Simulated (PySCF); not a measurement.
Species: C5H11PS.
Numbering: `[CH3:1][P:2]1[CH2:3][CH2:4][S:5][CH2:6][CH2:7]1`

Definitions: NICS(0) = −σiso at the ring centroid; NICS(1) = −σiso and NICS(1)zz = −σzz at ±1 Å along the ring normal z. Level: GIAO PBE0/pcSseg-1 (PySCF, non-relativistic, gas phase) on the GFN2-xTB geometry, one conformer.

Ring bond lengths (Å), with Mayer bond orders in brackets: P2–C3 1.865 (0.95), C3–C4 1.519 (1.01), C4–S5 1.820 (1.01), S5–C6 1.820 (1.01), C6–C7 1.519 (1.01), C7–P2 1.865 (0.95).

Q: What do the NICS probes read (ppm)?

A: 
```tsv
ring	type	NICS(0)	NICS(1), two faces	NICS(1)zz, two faces	rms pucker (Å)	centre to ring atoms, mean (Å)
P2–C3–C4–S5–C6–C7	6-membered ring with P and S; formal bonds all single	-3.3	-2.7 / -2.0	3.3 / 5.8	0.32	1.64
```

Q: What do they say, and how far can they be read as aromaticity?

A: 
- P2–C3–C4–S5–C6–C7: mean NICS(1)zz 4.6 ppm, deshielded. C3, C4, C6, C7 have four or more neighbours; no verdict on aromaticity is drawn.
